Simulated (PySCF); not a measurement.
# Working out the excitation energy of Cl⁺

Cl⁺ [Ne] 3s2 3p4 (3P) → Cl⁺ [Ne] 3s1 3p5 (3P). All numbers are calculated (PySCF 2.14, the spin-free X2C one-electron Hamiltonian (Gaussian nucleus), in x2c-TZVPPall (5s5p3d1f, 42 functions)). Frozen: [Ne]. Energies in hartree (1 hartree = 27.21139 eV):

| part | Cl⁺ (lower) | Cl⁺ (upper) |
| --- | --- | --- |
| UHF | -460.455676 | -459.923717 |
| CCSD correlation | -0.148555 | -0.235097 |
| (T) | -0.004371 | -0.017458 |

Q: What does Hartree-Fock give?

A: (-459.923717) − (-460.455676) = 0.531959 hartree = 14.475 eV.

Q: What do CCSD and CCSD(T) give?

A: The CCSD correlation energies differ by -0.086542 hartree = -2.355 eV and the triples by -0.013087 hartree = -0.356 eV, so CCSD gives 12.120 eV and CCSD(T) 11.764 eV.

Measured between the centres of the two terms (NIST): 11.573 eV, so CCSD(T) (valence) is off by 0.191 eV.

The coupled-cluster amplitudes are large, so a single reference is strained.

What remains against the reference includes basis incompleteness, the frozen core and higher excitations.
